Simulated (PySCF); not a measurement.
C6H13OP.
Numbering: `[CH3:1][C@@H:2]1[CH2:3][CH2:4][CH2:5][CH2:6][P@H:7]1=[O:8]`

NICS is the negative of the GIAO shielding at a point without a nucleus: at the ring centre (0) and 1 Å above and below it (1); zz is the component along the ring normal. Level: GIAO PBE0/pcSseg-1 (PySCF, non-relativistic, gas phase) on the PBE0-D3(BJ)/def2-SVP geometry, one conformer.

Ring bond lengths (Å), with Mayer bond orders in brackets: C2–C3 1.531 (0.97), C3–C4 1.527 (1.04), C4–C5 1.527 (1.03), C5–C6 1.528 (1.01), C6–P7 1.821 (0.91), P7–C2 1.830 (0.86).

**Question.** What do the NICS probes read (ppm)?

**Answer.** 
```
             ring                                             type  NICS(0)  NICS(1), two faces  NICS(1)zz, two faces  rms pucker (Å)  centre to ring atoms, mean (Å)
C2–C3–C4–C5–C6–P7  6-membered ring with P; formal bonds all single     -3.6         -3.5 / -2.2             2.1 / 3.9            0.24                            1.57
```

**Question.** What can be read from them?

**Answer.** 
- C2–C3–C4–C5–C6–P7: mean NICS(1)zz 3.0 ppm, near zero. C2, C3, C4, C5, C6, P7 have four or more neighbours, and the NICS criterion for π rings isn't applied.

**Question.** What is the mean of the two in-plane components of NICS at the second NICS(1) probe listed for ring C2–C3–C4–C5–C6–P7, 1 Å off the ring?

**Answer.** The isotropic value is a third of the trace: (3 × -2.2 − (3.9))/2 = -5.2 ppm.

**Question.** Give the inner angles of the rings and the Hirshfeld charges of the ring atoms.

**Answer.** 
- C2–C3–C4–C5–C6–P7: C2 110.9° (-0.065 e), C3 114.1° (-0.066 e), C4 113.6° (-0.067 e), C5 113.1° (-0.064 e), C6 112.4° (-0.111 e), P7 102.7° (+0.399 e); sum 666.7° against 720° for a flat convex ring.

**Question.** How do the values depend on the level or the medium?

**Answer.** 
```json
{"level": "PBE0/pcSseg-1, gas", "NICS(0), C2–C3–C4–C5–C6–P7": "-3.6", "mean NICS(1)zz, C2–C3–C4–C5–C6–P7": "3.0"}
{"level": "wB97X-D/pcSseg-1, gas", "NICS(0), C2–C3–C4–C5–C6–P7": "-3.5", "mean NICS(1)zz, C2–C3–C4–C5–C6–P7": "3.0"}
{"level": "PBE0/pcSseg-1, IEF-PCM cyclohexane", "NICS(0), C2–C3–C4–C5–C6–P7": "-3.6", "mean NICS(1)zz, C2–C3–C4–C5–C6–P7": "3.0"}
```

The geometry is the same throughout; the continuum's cavity takes Bondi-type radii × 1.2.
